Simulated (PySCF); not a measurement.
Computed properties of H3InO2S, SMILES [OH][In]([OH])[SH]

In(OH)2(SH) (H3InO2S), SMILES [In]([OH])([SH])[OH]. Geometry: B3LYP-D3(BJ)/def2-SVP. The def2 effective core potentials stand for the cores of In; spin–orbit coupling is left out. One conformer was computed; it need not be the lowest. All values are computed for the isolated molecule unless a solvent is named; none is compared with measurement here.

**Structure.** The optimised structure has Cs symmetry. All 15 harmonic modes at B3LYP-D3(BJ)/def2-SVP (PySCF) are real, so it is a minimum. With heavy atoms numbered as in [In:1]([OH:2])([OH:4])[SH:6], the shortest bond between them is In1–O4 at 2.002 Å and the longest In1–S6 at 2.408 Å.

**Vibrations.** The strongest infrared lines (harmonic, unscaled, degenerate partners summed) lie at 835 cm⁻¹ (96 km/mol, H 92 %), 252 cm⁻¹ (82 km/mol, H 92 %, O 8 %), 609 cm⁻¹ (78 km/mol, O 82 %, In 16 %). The softest mode is at 90 cm⁻¹ and the zero-point energy is 21.8 kcal/mol.

**Electronic structure.** ωB97X/def2-TZVP (PySCF) places the frontier levels at -10.21 and -0.09 eV, a gap of 10.12 eV, and gives a dipole moment of 0.80 D and a mean polarisability of 60.3 bohr³.

**Excitations.** TDA-M06-2X/def2-SVPD (PySCF) has S1 at 4.66 eV (266 nm, f = 0.014, weak); the most intense of the 10 singlets computed lies at 6.82 eV (f = 0.45). T1 (TDA) is at 4.34 eV, 0.32 eV under S1. No vertical singlet excitation falls in the visible range (under 3.1 eV).
